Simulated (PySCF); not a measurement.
PySCF input file for C₃F₅, SMILES F[C]=C(F)C(F)(F)F, multiplicity 2, PBE/pcH-1. Geometry: PBE-D3(BJ)/def2-SVP. The isomer is the one that the SMILES or the coordinates give; other isomers of the formula were not compared.

```python
import numpy as np
from pyscf import gto, scf, dft
from pyscf.prop.hfc import uks as hfc

mol = gto.M(
    atom='''
    F    -0.43420873   -2.79788402   -0.00000000
    C    -0.60486466   -1.50904096   -0.00000000
    C     0.27702813   -0.50519701   -0.00000000
    F     1.61187809   -0.68602412    0.00000000
    C    -0.15377167    0.93935781    0.00000000
    F     0.32072701    1.58473638   -1.08748900
    F    -1.49805124    1.03102215    0.00000000
    F     0.32072701    1.58473638    1.08748900
    ''',
    basis='pcH-1',
    charge=0,
    spin=1,
    max_memory=1600,
    verbose=3,
)
mf = dft.UKS(mol, xc='pbe').density_fit(auxbasis='def2-universal-jkfit')
mf.grids.level = 3
mf.conv_tol = 1e-10
mf.max_cycle = 100
mf.kernel()
fine, coarse = mf.grids, dft.Grids(mol).set(level=1).build(with_non0tab=True)
for _ in range(3):  # follow internal instabilities
    mf.grids = coarse
    mo, _, stable, _ = mf.stability(return_status=True, nroots=4)
    mf.grids = fine
    if stable:
        break
    mf.kernel(mf.make_rdm1(mo, mf.mo_occ))
A = hfc.HFC(mf).make_fcdip(mf.make_rdm1())  # Fermi contact and dipolar terms, MHz
print('atom   A(iso)/MHz   principal dipolar parts/MHz')
for i, a in enumerate(A):
    w = np.linalg.eigvalsh((a + a.T) / 2)
    print(f'{mol.atom_symbol(i):2s}{i + 1:3d} {w.mean():12.2f}', (w - w.mean()).round(2))
```

It prints:

```

WARN: HOMO -0.222874220899548 >= LUMO -0.222874220899541

converged SCF energy = -612.843431341766  <S^2> = 0.75841188  2S+1 = 2.0083943
<class 'pyscf.df.df_jk.DFUKS'> wavefunction is stable in the internal stability analysis
atom   A(iso)/MHz   principal dipolar parts/MHz
F   1       237.79 [-310.14 -247.79  557.93]
C   2       560.52 [-75.47 -52.   127.47]
C   3       146.61 [-22.4    0.03  22.37]
F   4       104.28 [-142.7  -78.3  221. ]
C   5         0.05 [-1.32 -1.    2.32]
F   6       -10.12 [-7.92  2.09  5.82]
F   7        35.85 [-22.81 -18.4   41.2 ]
F   8       -10.12 [-7.92  2.09  5.82]
```

Self-consistency was reached.

Cost: very roughly 5 core-minutes.
